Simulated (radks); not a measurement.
Results of a calculation; reference values are marked as such.
Valence configurations of Eu+ (all share [Xe]). Level of theory: scalar-relativistic Kohn-Sham, r2SCAN, spin-polarised, spherical densities, finite nucleus; open shells are filled with parallel spins first (spin-orbit coupling, left out, can overturn this in heavy ions); meta-GGA in the generalised Kohn-Sham scheme; Fermi nuclear charge, rms radius 5.1115 fm (a radial shooting solver on a logarithmic mesh with Libxc functionals). Energies are relative to 4f7 6s1; eigenvalues in eV for spin up.

valence,E (eV),moment (Bohr magnetons),e(4f),e(5d),e(6p),e(6s)
4f7 6s1,0.000,8,-10.494,-,-,-9.035
4f7 5d1,1.573,8,-8.612,-6.159,-,-
4f6.5 5d0.5 6s1,2.097,8,-13.407,-8.191,-,-9.479
4f6.5 6s1.5,2.426,7,-14.661,-,-,-9.735
4f7.5 6s0.5,2.931,7,-7.447,-,-,-8.051
4f7 6p1,3.281,8,-11.748,-,-6.257,-
4f6.5 6s1 6p0.5,3.362,8,-15.104,-,-6.582,-10.292
4f6 5d1 6s1,5.289,8,-16.492,-9.002,-,-9.852
4f6 5d0.5 6s1.5,5.959,7,-17.823,-9.645,-,-10.142
4f6 6s1 6p1,8.644,8,-20.033,-,-7.450,-11.459

NIST lists [Xe] 4f7 6s1 as the ground configuration; this level of theory agrees among the configurations tried. The energies are those of spherical high-spin densities, not of single terms.
